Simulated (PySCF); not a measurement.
**Electronic absorption of C4H7F3NP**

C₄H₇F₃NP.
SMILES: `P(C=C)(C(F)(F)F)NC`

Method used: TDDFT CAM-B3LYP/def2-SVPD, vertical, gas phase, core orbitals frozen in the response in PySCF 2.14.0, density-fitted response routines. One conformer (not necessarily the lowest) at the GFN2-xTB geometry, without solvent, vibrations or thermal averaging. Torsions of this conformer, `[CH2:1]=[CH:2][P:3]([NH:4][CH3:5])[C:6]([F:7])([F:8])[F:9]`: C1–C2–P3–N4 29°, C2–P3–N4–C5 -171°, C2–P3–C6–F7 -60°.

```
state  λ (nm)  E (eV)      f  main configurations (H = HOMO, L = LUMO)
   S1   206.3    6.01  0.076                    H→L (76%), H→L+1 (11%)
   S2   195.8    6.33  0.164       H-1→L (38%), H→L+1 (30%), H→L (18%)
   S3   190.3    6.52  0.041                  H-1→L (50%), H→L+1 (38%)
   S4   181.3    6.84  0.026                H-1→L+1 (70%), H→L+2 (14%)
   S5   176.3    7.03  0.013                  H→L+2 (53%), H→L+4 (19%)
   S6   168.8    7.35  0.041   H-1→L+2 (32%), H→L+3 (27%), H-2→L (16%)
   S7   164.8    7.52  0.088     H-2→L (42%), H→L+3 (18%), H-3→L (12%)
   S8   162.0    7.65  0.034   H-1→L+2 (24%), H→L+3 (22%), H→L+4 (12%)
```

Triplets, Tamm–Dancoff:

| state | E (eV) | λ (nm) | main configurations (H = HOMO, L = LUMO) |
| --- | --- | --- | --- |
| T1 | 4.18 | 296.3 | H→L (54%), H-2→L (18%), H-1→L (14%) |
| T2 | 5.37 | 230.8 | H→L+1 (47%), H→L+2 (10%), H→L+3 (9%) |
| T3 | 5.60 | 221.2 | H-2→L (26%), H→L+2 (21%), H→L (16%) |

The lowest singlet lies at 6.01 eV (206 nm, ultraviolet) and is of moderate strength; its leading configuration is HOMO→LUMO (76%). The strongest level in the table is S2 at 6.33 eV (196 nm, f = 0.164). Löwdin shares by element: HOMO phosphorus 32%, carbon 23% or more, nitrogen 17% (atoms not listed hold the other 27%); LUMO carbon 58% or more, phosphorus 14%, hydrogen 5% or more (atoms not listed hold the other 23%). Weighted by f, the mean energy of these states is 6.74 eV. The oscillator strengths of these states sum to 0.482; summed over the whole spectrum of an exact calculation they would give the number of electrons, 80 (Thomas–Reiche–Kuhn). Orbital energies (eV): HOMO-3 -11.37, HOMO-2 -10.30, HOMO-1 -9.12, HOMO -8.50, LUMO 0.52, LUMO+1 1.01, LUMO+2 1.60. Singlets were solved by full linear response, triplets in the Tamm–Dancoff approximation.
